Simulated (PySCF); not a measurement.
**Polarisability and C₆ of Ne²⁺ (neon, charge +2)**

[He] 2s2 2p4, high-spin 3P determinant. Computed with PySCF 2.14 in aug-cc-pVDZ, with no relativity, point nucleus. Coupled (time-dependent) response in atomic units; α is the mean over directions. A double-zeta set is small for polarisabilities.

| method | mean α (bohr³) | α xx, yy, zz | C₆ (like pair) | S(−4) |
| --- | --- | --- | --- | --- |
| UHF | 0.8277 | 0.9021, 0.6788, 0.9021 | 1.045 | 0.3470 |
| PBE | 0.8510 | 0.9177, 0.7175, 0.9177 | 1.089 | 0.3680 |
| PBE0 | 0.8425 | 0.9108, 0.7059, 0.9108 | 1.074 | 0.3584 |
| revPBE | 0.8520 | 0.9191, 0.7178, 0.9191 | 1.091 | 0.3692 |
| BP86 | 0.8511 | 0.9195, 0.7145, 0.9195 | 1.092 | 0.3628 |

S(−4) is the Cauchy moment in α(ω) = α(0) + S(−4) ω² + …

α(iu) at revPBE:

| u (hartree) | α(iu) (bohr³) |
| --- | --- |
| 0 | 0.8520 |
| 0.0500 | 0.8511 |
| 0.100 | 0.8483 |
| 0.200 | 0.8377 |
| 0.300 | 0.8213 |
| 0.500 | 0.7762 |
| 0.750 | 0.7102 |
| 1.00 | 0.6441 |
| 1.50 | 0.5257 |
| 2.00 | 0.4285 |
| 3.00 | 0.2894 |
| 5.00 | 0.1485 |

A single London oscillator, α(iu) = α/(1 + u²/ω²), gives C₆ = (3/4) ω α². Matching the computed C₆ needs ω = 4 × 1.091 / (3 × 0.8520²) = 2.00 hartree.

For an ion, C₆ is the dispersion term alone; charge-induced terms of lower order in 1/R come first.

The components differ because the open shell of this determinant is not spherical; for a pure term their mean is the scalar polarisability.
